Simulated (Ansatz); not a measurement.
CsF (SMILES [F][Cs]), singlet, at a GFN2-xTB geometry (such geometries of metal compounds can be far from the true shape) (core potentials on Cs). Base run: PBE0/def2-SVP in Ansatz (a first-principles code).

The Ansatz input:
Ansatz 0.2 input:
```yaml
crystal:
  periodic: [false, false, false]
  atoms:
    - {symbol: Cs, position_ang: [-0.00000000, -0.00000000, -0.32413647]}
    - {symbol: F, position_ang: [0.00000000, 0.00000000, 1.98083399]}
basis:
  gaussian:
    orbitals: def2-SVP
hamiltonian:
  xc: pbe0
```

The base run was repeated with changes; each row names its change, and settings that it needs were set with it.

```
change                                   E (Eh)
-----------------------------------  ----------
base                                 -119.85774
functional = pbe                            ___
functional = wB97X                   -119.93529
functional = b3lyp5                  -119.89532
functional = cam_b3lyp               -119.90083
functional = BHLYP                   -119.85518
functional = r2scan                  -119.92156
functional = pbe; dispersion = d3bj  -119.86836
functional = revpbe                         ___
functional = blyp                           ___
functional = hse06                   -119.85224
functional = B97M-V                         ___
functional = lc_wpbe                 -119.92499
```

Problem. What belongs in the gaps?

Solution. 
- functional = pbe, E (Eh): -119.86802
- functional = revpbe, E (Eh): -119.95268
- functional = blyp, E (Eh): -119.91398
- functional = B97M-V, E (Eh): -119.92275

Totals shift with the method and basis; they matter in differences.
